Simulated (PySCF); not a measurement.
Species: `CS(C(C(Cl)(Cl)Cl)=C)(=O)=O`. The columns A, B, C and D hold Mulliken, IAO, Hirshfeld and ESP-fitted charges (e) of one PBE0/pcSseg-1 density (PySCF), in a shuffled order. Coordinates in Å (GFN2-xTB); the density's dipole moment is (1.51, 4.11, -0.41) D.

```tsv
atom	x	y	z	A	B	C	D
C1	-0.512	1.153	1.373	-0.249	-0.185	-0.060	+0.070
C2	-0.648	0.267	0.407	-0.247	+0.090	-0.056	-0.390
C3	-1.756	0.159	-0.567	+0.020	-0.669	+0.088	-0.348
Cl4	-1.095	0.021	-2.210	-0.022	+0.127	-0.007	+0.056
Cl5	-2.841	1.566	-0.532	-0.026	+0.120	-0.013	+0.046
Cl6	-2.702	-1.302	-0.196	+0.001	+0.159	-0.018	+0.101
S7	0.643	-1.029	0.273	+1.998	+1.052	+0.509	+1.020
C8	1.943	-0.219	-0.696	-0.627	-0.637	-0.125	-0.343
O9	1.140	-1.239	1.600	-0.888	-0.525	-0.306	-0.520
O10	0.138	-2.155	-0.449	-0.874	-0.488	-0.306	-0.499
H11	-1.213	1.955	1.541	+0.181	+0.175	+0.058	+0.153
H12	0.327	1.064	2.041	+0.189	+0.149	+0.064	+0.157
H13	1.598	-0.097	-1.714	+0.181	+0.208	+0.045	+0.169
H14	2.162	0.732	-0.230	+0.175	+0.190	+0.057	+0.151
H15	2.811	-0.867	-0.662	+0.188	+0.235	+0.071	+0.176
```

Which column most likely holds the ESP-fitted charges?

B. Σ q r misses the density's dipole by 0.04 D (B), 1.73 D (C), 1.74 D (A), 1.81 D (D). Charges fitted to the outside potential are the only set here that is tied to the molecule's multipoles.

And the Hirshfeld charges?

C. The mean sizes are 0.119 e (C), 0.280 e (D), 0.334 e (B), 0.391 e (A), and Hirshfeld charges are commonly the smallest of these schemes.

As computed, A = IAO, B = ESP-fitted, C = Hirshfeld, D = Mulliken. Hydrogens on carbon: IAO +0.17 to +0.19, ESP-fitted +0.15 to +0.24, Hirshfeld +0.04 to +0.07, Mulliken +0.15 to +0.18 e.

The Hirshfeld scheme divides the density at each point in proportion to the densities of the neutral, spherically averaged free atoms. The IAO scheme projects the occupied orbitals on a minimal set of polarised atomic orbitals and counts the electrons in each atom's part of it.

Geometry: GFN2-xTB, one conformer, isolated molecule.

These values come from a run that also computed NMR shieldings. Hardware: Arm Neoverse V1, one thread (shared host). Cost: 49 s of wall time.

The values belong to the conformer `[CH2:1]=[C:2]([C:3]([Cl:4])([Cl:5])[Cl:6])[S:7]([CH3:8])(=[O:9])=[O:10]`: C1–C2–C3–Cl4 131°, C1–C2–S7–C8 -84°.
